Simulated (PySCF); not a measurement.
iodoethane (C₂H₅I), SMILES CCI.

Geometry optimised at PBE0-D3(BJ)/def2-SVP. The def2 effective core potentials stand for the cores of I; spin–orbit coupling is left out.

Computed with TDDFT-PBE/def2-SVPD run with PySCF 2.14.0.

Vertical excitations. The molecule is in vacuum. State labels are in the subgroup Cs.

| state | symmetry | energy (eV) | λ (nm) | f | main pairs |
|---|---|---|---|---|---|
| S1 | A" | 4.58 | 271 | 0.000 | HOMO→LUMO 99 % |
| S2 | A' | 4.62 | 268 | 0.000 | HOMO−1→LUMO 99 % |
| S3 | A" | 6.07 | 204 | 0.050 | HOMO→LUMO+1 100 % |
| S4 | A' | 6.12 | 203 | 0.069 | HOMO−1→LUMO+1 99 % |
| S5 | A" | 6.70 | 185 | 0.001 | HOMO→LUMO+2 99 % |
| S6 | A' | 6.74 | 184 | 0.002 | HOMO−1→LUMO+2 63 %, HOMO→LUMO+3 35 % |
| S7 | A" | 6.82 | 182 | 0.003 | HOMO−1→LUMO+3 98 % |
| S8 | A' | 6.86 | 181 | 0.064 | HOMO→LUMO+3 57 %, HOMO−1→LUMO+2 27 %, HOMO−2→LUMO 12 % |
| S9 | A" | 6.91 | 179 | 0.060 | HOMO→LUMO+4 97 % |
| S10 | A' | 6.96 | 178 | 0.067 | HOMO−1→LUMO+4 97 % |
| T1 | A" | 4.02 | 308 | 0 | HOMO→LUMO 100 % |
| T2 | A' | 4.06 | 306 | 0 | HOMO−1→LUMO 100 % |
| T3 | A' | 5.79 | 214 | 0 | HOMO−2→LUMO 97 % |
| T4 | A" | 5.93 | 209 | 0 | HOMO→LUMO+1 99 % |
Triplets are in the Tamm–Dancoff approximation, which puts them higher than full response would, so one can lie above its singlet here.
